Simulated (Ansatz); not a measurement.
Isolated molecules relaxed with PBE0-D4/def2-TZVP in Ansatz; ΔE leaves out vibrations. CCSD(T)/CBS adds triple-zeta CCSD(T) − MP2 to the extrapolated MP2 energy (def2 sets, frozen cores). This one scheme is used for every species. Functionals use def2-TZVPP. B3LYP here is the variant with VWN-RPA as its local correlation; programs differ in this. Elements past krypton have def2 core potentials. For Sn outer-core shells are correlated without core-valence functions, which leaves a few kJ/mol of doubt a bond.

Reaction (substitution at a C–Sn bond): `F[C](F)(F)[Sn]([Cl])([Cl])[Cl]` + HCl → `FC(F)(F)Cl` + `[Cl][SnH]([Cl])[Cl]`

Task: Is it downhill or uphill in electronic energy at CCSD(T)/CBS, and by how much? (Best estimate.)

Result: Computed: Uphill: ΔE = +17.3 kJ/mol.

Task: What do these levels give: PBE-D4, BLYP-D4, B97M-V, ωB97M-V, revPBE, B3LYP, RPA@PBE/def2-TZVPP, HF/def2-TZVPP, CCSD/def2-TZVPP, CCSD(T)/def2-TZVPP, HF/def2-QZVPP, MP2/CBS(def2)? (An estimate is asked.)

Result: Ansatz gave: PBE-D4 19.5, BLYP-D4 27.7, B97M-V 5.3, ωB97M-V 10.8, revPBE 16.5, B3LYP 13.2, RPA@PBE/def2-TZVPP 17.8, HF/def2-TZVPP -3.0, CCSD/def2-TZVPP 13.9, CCSD(T)/def2-TZVPP 16.2, HF/def2-QZVPP -3.0, MP2/CBS(def2) 16.7 kJ/mol.

Largest T1 diagnostic among the species: 0.012.

From r2SCAN to r2SCAN0 (25 % exact exchange), in def2-TZVPP and without D4, ΔE moves by −5.6 kJ/mol. Leaving LDA and LC-ωPBE aside and taking each functional with its dispersion term where it has one, the values spread over 22.4 kJ/mol, from B97M-V to BLYP-D4. LDA lies −8.7 kJ/mol from PBE without D4. In def2-TZVPP, CCSD(T) changes the Hartree–Fock value by +19.2 kJ/mol (the triples alone add +2.3 kJ/mol) and MP2 by +18.6 kJ/mol.
